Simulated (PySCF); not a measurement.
A structure optimised at PBE-D3(BJ)/def2-SVP, used in a PySCF frequency run:

```xyz
12

Sn     0.0078     0.9905     0.0000
O     -0.5220    -0.9576     0.0000
C      0.4979    -1.9416     0.0000
C     -0.1537    -3.3175     0.0000
H      0.9394     1.2953     1.4295
H      0.9394     1.2953    -1.4295
H     -1.5116     1.7968     0.0000
H      1.1655    -1.8481    -0.8954
H      1.1655    -1.8481     0.8954
H     -0.7943    -3.4399    -0.8964
H      0.6116    -4.1204     0.0000
H     -0.7943    -3.4399     0.8964
```

Q: Write its SMILES, formula and point group.

A: CC[O][SnH3], C2H8OSn, Cs

Q: What are its rotational constants (standard atomic weights)?

A: 21.572, 1.3826, 1.3504 GHz
